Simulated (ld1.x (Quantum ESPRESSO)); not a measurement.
# What one change does to a pseudopotential (N, PAW)

* Element: nitrogen (N)
* Generator: ld1.x (Quantum ESPRESSO) 7.5
* Type: PAW
* Functional: PBE
* Relativity: scalar-relativistic
* Frozen core: [He]
* Valence charge: 5
* Reference configuration: 2s2 2p3
* Partial waves: 2s (bound): rcut 0.85, rcutus 1.15 bohr; 2s channel at -0.5 Ry: rcut 0.85, rcutus 1.15 bohr; 2p (bound): rcut 1.70, rcutus 2.25 bohr; 2p channel at 0.2 Ry: rcut 1.70, rcutus 2.25 bohr
* Local potential: all-electron potential smoothed inside 1.90 bohr (lloc = -1)
* Core correction: Bessel-smoothed model core, default radius (core density twice the valence density)
* Augmentation charge: PSQ, inside the norm-conserving radii

All-electron outer shells of the reference configuration (PBE, scalar-relativistic, ld1.x):

| shell | level (eV) | outermost node (bohr) | outermost maximum (bohr) |
| --- | --- | --- | --- |
| 1s | -384.72 | – | 0.15 |
| 2s | -18.58 | 0.32 | 1.02 |
| 2p | -7.09 | – | 0.98 |

Change: functional PBEsol.

Cutoffs: the cutoffs (Ry, on a coarse ladder) from which the occupation-weighted sum of valence levels, in a spherical-Bessel basis at the reference potential, stays within 10 and 1 mRy of its value at 400 Ry; they do not see the model core or the augmentation charge, which bear on the density cutoff. Errors are all-electron minus pseudo energies relative to the spin-unpolarised reference configuration.

**Question.** How do hardness, ghosts and transferability respond?

**Answer.** The potential gets neither clearly harder nor softer (15 Ry and 25 Ry → 15 Ry and 25 Ry); of the 7 tests that both files solve, the error grows in 0 and shrinks in 2 by more than 15 % and 0.3 meV (median size 5.2 → 4.8 meV); neither file shows a bound ghost.

```tsv
quantity	base	changed
cutoff, loose	15 Ry	15 Ry
cutoff, tight	25 Ry	25 Ry
bound ghosts	none	none
error for 2s2 2p2, meV [ΔE 13.59 → 13.52 eV]	-5.2	-4.8
error for 2s2 2p1, meV [ΔE 42.45 → 42.26 eV]	-23	-22
error for 2s2 2p0, meV [ΔE 89.53 → 89.14 eV]	+21	+16
error for 2s1 2p3, meV [ΔE 25.37 → 25.24 eV]	-8.9	-7.9
error for 2s1 2p4, meV [ΔE 11.51 → 11.43 eV]	-0.6	-0.4
error for 2s0 2p5, meV [ΔE 23.04 → 22.90 eV]	-2.1	-1.7
error for 2s2 2p2.5, meV [ΔE 5.09 → 5.06 eV]	-1.0	-0.9
s: phases at 2.45 bohr within 0.05 rad from the reference energy up to (Ry; the scan ends near 5)	to the end of the scan	to the end of the scan
p: phases at 2.45 bohr within 0.05 rad from the reference energy up to (Ry; the scan ends near 5)	to the end of the scan	to the end of the scan
lowest overlap eigenvalue by channel	s 0.60, p 0.59	s 0.59, p 0.61
```
